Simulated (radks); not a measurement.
Species: Sr IV. Configuration: [Ar] 3d10 4s2 4p5. Calculated with a radial shooting solver on a logarithmic mesh with Libxc functionals: scalar-relativistic Kohn-Sham, LDA (Slater exchange, VWN5 correlation), spin-polarised, spherical densities, finite nucleus; open shells are filled with parallel spins first (spin-orbit coupling, left out, can overturn this in heavy ions); Fermi nuclear charge, rms radius 4.224 fm.

Unscreened Slater integrals over Kohn-Sham orbitals (eV). They are taken over the spin-up orbitals.

| integral | value |
|---|---|
| F0(4p,4p) | 16.461 |
| F2(4p,4p) | 8.6929 |
| F0(4p,4s) | 17.381 |
| G1(4p,4s) | 11.748 |
| F0(4p,3d) | 21.311 |
| F2(4p,3d) | 4.7826 |
| G1(4p,3d) | 1.5824 |
| G3(4p,3d) | 1.4988 |
| F0(4s,4s) | 18.503 |
| F0(4s,3d) | 23.550 |
| G2(4s,3d) | 2.0080 |
| F0(3d,3d) | 49.947 |
| F2(3d,3d) | 24.235 |
| F4(3d,3d) | 15.315 |

Derived for the open shells (J is the average intra-shell exchange parameter used in DFT+U). 4p: J = F2/5 = 1.739 eV.
